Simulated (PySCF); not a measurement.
**Structure revision by computed shifts**

A compound C₃H₁₀O₂Si₂ gives the data below (simulated from a calculation) and was assigned the structure `O[SiH](O)C1C[SiH2]C1`.

$^{13}$C{$^{1}$H} NMR (computed): δ 66.5 (CH), 63.9 (CH3), 10.2 (CH2).

$^{1}$H NMR (600 MHz, computed): δ 5.04 (s, 3H), 4.86 (m, 1H), 3.59 (s, 3H), 3.56 (m, 1H), 1.28 (m, 1H), 0.96 (m, 1H).

PySCF 2.14.0 with density-fitted response routines calculation with GFN2-xTB geometry and shielding tensors at PBE0/pcSseg-1 (GIAO); gas phase, one averaged value for each set of equivalent atoms, non-relativistic, a single conformation.

References, each an isolated molecule treated in the same way: TMS for $^{1}$H (31.72 ppm) and $^{13}$C (186.93 ppm).

Task: Compare with the shifts computed for the proposed structure, pairing carbons in order of shift.

Result: Atom-mapped SMILES (the numbers label the heavy atoms): `[OH:1][SiH:2]([OH:3])[CH:4]1[CH2:5][SiH2:6][CH2:7]1`. Hydrogens are named by the atom that carries them.

```json
{"atom": "C4", "computed for proposal": "23.1", "given list": "66.5", "difference": "-43.4"}
{"atom": "C5", "computed for proposal": "9.1", "given list": "63.9", "difference": "-54.8"}
{"atom": "C7", "computed for proposal": "9.1", "given list": "10.2", "difference": "-1.1"}
```

The rms difference is 40.3 ppm and the largest -54.8 ppm at C5 (sp3 CH2 bonded to Si). The proposal also would give 2 carbon signals, not 3. The carbon types in order of shift don't match either: CH, CH2, CH2 for the proposal against CH, CH3, CH2 in the data. The proposal doesn't fit.

Task: Which isomer fits?

Result: SMILES [SiH3]O[Si@@H]1[C@H](OC)C1.

- Carbon types of the structure: 1 × CH, 1 × CH2, 1 × CH3, leaving 4 H on heteroatoms.
- δC 66.5, 10.2: three-membered-ring carbon.
- δC 63.9: methyl carbon bonded to O; pulled downfield by the heteroatom.
- δH 3.59: hydrogen on a methyl carbon bonded to O; its carbon carries O, an electronegative neighbour.
- δH 3.56, 1.28, 0.96: hydrogen on a three-membered-ring carbon.

Other isomers checked: C=CO[SiH2]OC[SiH3] (rms 58.8 ppm).

The data come from this structure; uniqueness wasn't tested.

Shifts are as computed. Against solution values, carbons near 30 ppm lie about +3 ppm off and those near 130 ppm about +5 ppm. Of 1211 compounds with measured shifts, 218 miss one by over three times the rms of a fit or turn the order of signals round; such compounds aren't used in these exercises. No couplings were computed; multiplicities are counted from neighbouring protons, with m where these are inequivalent, close in shift, in a saturated or five-membered ring or joined by F or P, and br s for small geminal =CH2 splittings.
